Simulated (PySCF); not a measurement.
r2SCAN on Hf+ (hafnium, charge +1), [Xe] 4f14 5d1 6s2, 2D determinant. Computed with PySCF 2.14 in x2c-TZVPPall (11s7p7d3f1g, 97 functions), with the spin-free X2C one-electron Hamiltonian (Gaussian nucleus).

```
cycle= 1 E= -15078.4006995961  delta_E= -0.0339  |g|= 0.307  |ddm|= 0.624
cycle= 2 E= -15078.4038908945  delta_E= -0.00319  |g|= 0.395  |ddm|= 0.649
cycle= 3 E= -15078.4233267955  delta_E= -0.0194  |g|= 0.0228  |ddm|= 0.234
cycle= 4 E= -15078.4254948055  delta_E= -0.00217  |g|= 0.0146  |ddm|= 0.286
cycle= 5 E= -15078.4255647148  delta_E= -6.99e-05  |g|= 0.0064  |ddm|= 0.0437
cycle= 6 E= -15078.4255845756  delta_E= -1.99e-05  |g|= 0.00193  |ddm|= 0.0273
cycle= 7 E= -15078.4255875528  delta_E= -2.98e-06  |g|= 0.000126  |ddm|= 0.00933
cycle= 8 E= -15078.4255875909  delta_E= -3.8e-08  |g|= 3.04e-05  |ddm|= 0.0015
cycle= 9 E= -15078.4255875923  delta_E= -1.4e-09  |g|= 2.97e-06  |ddm|= 0.000199
cycle= 10 E= -15078.4255875923  delta_E= -1.46e-11  |g|= 7.47e-07  |ddm|= 8.95e-06
converged SCF energy = -15078.4255875923  <S^2> = 1.5150694  2S+1 = 2.6571183
```

Highest occupied orbital energy: -11.264 eV; ⟨L²⟩ = 9.21; populations by l: s 11.47, p 24.00, d 21.53, f 14.00.

Problem. Can this result be used?

Solution. Not for this state. Self-consistency was reached. ⟨L²⟩ = 9.21 against 6 for a pure D term, so this real determinant mixes terms. Spin-orbit coupling, absent here, splits the open shell strongly. ⟨S²⟩ = 1.52 against 0.75 shows spin contamination. The s, p, d and f populations moved away from the nominal configuration during the SCF.
